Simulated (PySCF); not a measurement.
**Electronic structure of Pd⁺ (palladium, charge +1) at the UHF level**

Configuration: [Kr] 4d9, 2D determinant. Computed with PySCF 2.14 in def2-TZVP with the def2 core potential (28 electrons) (6s4p3d1f, 40 functions), with scalar relativity through the core potential.

| Item | Value |
| --- | --- |
| Total energy | -126.799387 hartree |
| One-electron energy | -220.8425 hartree |
| Hartree (Coulomb) energy | 105.8957 hartree |
| Exchange energy | -11.8525 hartree |
| ⟨S²⟩ | 0.7555 |
| ⟨L²⟩ | 6.034 |
| Sum of ⟨r⟩ | 21.37 bohr |
| Sum of ⟨r²⟩ | 32.33 bohr² |
| Traceless quadrupole moment −½Σ⟨3z² − r²⟩ along its main axis | -0.688 e·bohr² |
| Time after the integrals | 0.21 s of wall time on 1 thread of Neoverse-N1 (shared host) |

| shell | electrons | mean orbital energy (hartree) | spread (hartree) | rms radius, mean of both spins (bohr) |
| --- | --- | --- | --- | --- |
| 4s α | 1 | -4.37039 | 0 | 1.02 |
| 4s β | 1 | -4.29669 | 0 | 1.02 |
| 4p α | 3 | -2.92035 | 0.06315 | 1.12 |
| 4p β | 3 | -2.82915 | 0.04204 | 1.12 |
| 4d α | 5 | -0.77821 | 0.07422 | 1.59 |
| 4d β | 4 | -0.73740 | 0.05544 | 1.59 |

Energies and moments cover only the electrons outside the core potential.
